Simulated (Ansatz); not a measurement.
System: AlH$_{3}$S, charge 0, singlet. AlH3S (SMILES [SH][AlH2]).
B3LYP-D3(BJ)/def2-TZVP minimum from Ansatz (a quantum-chemistry and plane-wave program):
```xyz
5

Al    -0.7016    -0.8662     0.1235
H     -0.1212    -2.2276     0.6550
H     -2.2113    -0.6261    -0.2525
S      0.7274     0.7787    -0.0916
H     -0.1860     1.6563    -0.5424
```
Charge 0, spin multiplicity 1.

Property: atomisation energy (electronic, to ground-state atoms), in kcal/mol. UHF or UKS for unpaired electrons; spin-orbit terms are left out. CBS(X,Y): correlation extrapolated as X^-3, Hartree-Fock from the larger set (Q,5: extrapolated as (X+1)exp(-9√X)). A bracket is a step between two methods taken in the basis named. The functionals are non-relativistic, so their misses hold any scalar relativity. Double hybrids freeze cores in their MP2 part. 'core' is core correlation in cc-pwCVTZ (1s frozen past Ne), 'X2C' scalar relativity in cc-pVTZ-DK, both at CCSD(T). For partners of very few electrons the exact lower level stands in for a higher one.

CCSD(T)/CBS(cc-pV(Q+d)Z,cc-pV(5+d)Z) + [CCSDT(Q) - CCSD(T)]/cc-pV(T+d)Z + [CCSDTQ - CCSDT(Q)]/cc-pV(D+d)Z + core + X2C (Ansatz) gives 312.7 kcal/mol.

Question: What does PBE/def2-TZVPD (Ansatz) give here, and how do the other levels compare?

Answer: PBE gives 305.9 kcal/mol, 6.8 kcal/mol below it. Differences of the others: B3LYP/def2-TZVPD (Ansatz) -5.4; B2PLYP/def2-TZVPD (Ansatz) -7.5; CCSD(T)/CBS(cc-pV(Q+d)Z,cc-pV(5+d)Z) + core + X2C (Ansatz) -0.1 kcal/mol. Nearer than PBE: B3LYP/def2-TZVPD, CCSD(T)/CBS(cc-pV(Q+d)Z,cc-pV(5+d)Z) + core + X2C.
